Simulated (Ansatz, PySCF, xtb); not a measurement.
Two conformers of C3H8O2 (SMILES OCCCO), B3LYP-D3(BJ)/def2-TZVP minima.
Conformer 1 (charge 0, multiplicity 1):
```xyz
13

O      1.179     1.380     0.130
C      1.152    -0.013     0.473
C      0.072    -0.791    -0.269
C     -1.340    -0.284     0.008
O     -1.580     1.013    -0.515
H      1.472     1.462    -0.785
H      2.136    -0.462     0.304
H      0.959    -0.034     1.547
H      0.141    -1.841     0.034
H      0.263    -0.757    -1.347
H     -1.528    -0.308     1.091
H     -2.072    -0.942    -0.463
H     -0.855     1.577    -0.210
```
Conformer 2 (charge 0, multiplicity 1, Z-matrix in Å and degrees):
```
C
H 1 1.0940
H 1 1.0979 2 106.55
C 1 1.5231 2 108.99 3 -118.17
H 4 1.0917 1 109.76 2 -60.84
H 4 1.0943 5 107.40 1 119.82
O 4 1.4252 5 105.45 6 118.57
H 7 0.9630 4 108.57 5 -173.87
C 1 1.5232 2 109.18 3 117.77
H 9 1.0919 1 110.16 2 66.65
H 9 1.0961 10 107.33 1 119.75
O 9 1.4262 10 105.24 11 117.90
H 12 0.9633 9 108.48 10 -174.06
```

No zero-point or thermal terms.

Rows in 3-21G carry no dispersion term and start afresh at each structure.

Codes used: Ansatz (a first-principles code); PySCF for 3-21G rows; xtb for the GFN methods. 

Q: Give the electronic energy of conformer 2 less that of conformer 1 at the level GFN1-xTB.

A: 95 meV

Q: Give the electronic energy of conformer 2 less that of conformer 1 at the level wB97X-V/def2-TZVPP.

A: 118 meV

Q: Estimate the electronic energy of conformer 2 less that of conformer 1 that B3LYP/3-21G returns for this input.

A: 290 meV
